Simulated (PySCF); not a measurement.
Fractional electron number in B²⁺ (boron, charge +2)

The 2s alpha orbital of [He] 2s1 is emptied in steps (occupation f), with all orbitals relaxed, ending at 1s2. Calculation: PySCF 2.14, in aug-cc-pVDZ; the non-relativistic Hamiltonian (point nucleus). The exact energy is a straight line in f; departures are measured from the line between the end points of the same method.

```csv
f,UHF (eV),LDA (eV),PBE (eV),PBE0 (eV),LC-wPBE (eV),BHandHLYP (eV),BLYP (eV)
1,0.000,0.000,0.000,0.000,0.000,0.000,0.000
0.75,0.000,-0.986,-1.007,-0.745,-0.189,-0.556,-1.066
0.5,0.000,-1.257,-1.301,-0.960,-0.226,-0.737,-1.395
0.25,0.000,-0.865,-0.930,-0.684,-0.149,-0.556,-1.020
0,0.000,0.000,0.000,0.000,0.000,0.000,0.000
```

| method | E(f=0) − E(f=1) (eV) | −ε at f=1 (eV) | −ε at f=0.5 (eV) |
| --- | --- | --- | --- |
| UHF | 37.722 | 37.723 | 37.722 |
| LDA | 37.751 | 32.340 | 38.047 |
| PBE | 38.147 | 32.661 | 38.342 |
| PBE0 | 38.104 | 34.031 | 38.261 |
| LC-wPBE | 38.235 | 37.146 | 38.341 |
| BHandHLYP | 38.223 | 35.238 | 38.233 |
| BLYP | 38.274 | 32.511 | 38.399 |

Orbital energy along the path (eV):

```tsv
f	UHF	LDA	PBE	PBE0	LC-wPBE	BHandHLYP	BLYP
1	-37.723	-32.340	-32.661	-34.031	-37.146	-35.238	-32.511
0.75	-37.722	-35.257	-35.566	-36.202	-37.802	-36.757	-35.499
0.5	-37.722	-38.047	-38.342	-38.261	-38.341	-38.233	-38.399
0.25	-37.721	-40.504	-40.860	-40.110	-38.708	-39.647	-41.099
0	-37.721	-40.572	-41.305	-40.363	-38.791	-42.068	-43.973
```

Reference removal energy between the ground levels: 37.931 eV (measured; NIST Atomic Spectra Database, ionization energies). UHF lacks correlation.
